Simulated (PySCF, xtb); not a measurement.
CH₈N₂O₂Si, SMILES CN[Si](N)(O)O.

GFN2-xTB (xtb) at its own geometry gives an orbital gap of 7.52 eV and a dipole moment of 1.32 D.

The structure is a stationary point at B3LYP-D3(BJ)/def2-SVP. The structure was generated by enumeration, and PubChem lists no compound with its InChIKey, so it may never have been made. Other conformers were not sampled.

What does PBE0/def2-TZVP (PySCF) give? (Estimate from the structure and the level; the computed values follow.)

gap 7.37 eV (levels -6.71 and 0.66 eV), dipole 1.69 D.
